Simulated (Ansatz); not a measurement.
Geometry optimisation, RHF/def2-SVP in Ansatz 0.2.0.

Input file:

```yaml
crystal:
  periodic: [false, false, false]
  atoms:
    - { symbol: Si, position_ang: [-0.7311, 0.9628, -0.2016] }
    - { symbol: C, position_ang: [0.0534, -0.3933, 0.6968] }
    - { symbol: C, position_ang: [1.0845, -0.9811, -0.1806] }
    - { symbol: Se, position_ang: [0.6363, -1.656, -1.736] }
    - { symbol: H, position_ang: [-1.3831, 0.4883, -1.4694] }
    - { symbol: H, position_ang: [-1.8275, 1.6032, 0.6385] }
    - { symbol: H, position_ang: [0.2387, 2.0452, -0.5381] }
    - { symbol: H, position_ang: [-0.6549, -1.1516, 0.939] }
    - { symbol: H, position_ang: [0.5106, 0.016, 1.677] }
    - { symbol: H, position_ang: [2.1561, -0.9847, 0.1774] }
basis:
  gaussian: { orbitals: def2-SVP }
hamiltonian:
  xc: hf
relax:
  f_tol: 0.015
  max_steps: 40
```

Run as:

```bash
$ ansatz run input.yaml --threads 2 --pin off --max-ram 3072MiB --backend cpu --events-out ev --progress --plain --runs-dir out
```

Where does it end, and by what steps?

The run converged. After 11 steps the energy has fallen by 0.552 eV; Se4 moved furthest, 0.87 Å.

```
step  energy less start (eV)  largest force component (eV/Å)  accepted
   0                  0.0000                           2.690       yes
   1                 -0.3938                           0.938       yes
   2                 -0.4454                           1.067       yes
   3                 -0.4802                           0.809       yes
   4                 -0.5158                           0.216       yes
   5                 -0.5311                           0.123       yes
   6                 -0.5493                           0.141       yes
   7                 -0.5519                           0.057       yes
   8                 -0.5521                           0.049       yes
   9                 -0.5524                           0.021       yes
  10                 -0.5521                           0.069        no
  11                 -0.5524                           0.001       yes
```

```xyz
10
Properties=species:S:1:pos:R:3
Si -0.771 1.110 -0.158
C 0.015 -0.462 0.603
C 1.100 -1.022 -0.237
Se 0.984 -2.361 -1.354
H -1.454 0.772 -1.425
H -1.748 1.653 0.814
H 0.280 2.123 -0.415
H -0.786 -1.188 0.749
H 0.409 -0.169 1.581
H 2.055 -0.507 -0.155
```

Whether the end is a true minimum wasn't checked by a vibrational analysis.

The run took 15 s on 2 threads of Intel(R) Xeon(R) 6975P-C (Granite Rapids) (shared host), peak memory 0.25 GiB.
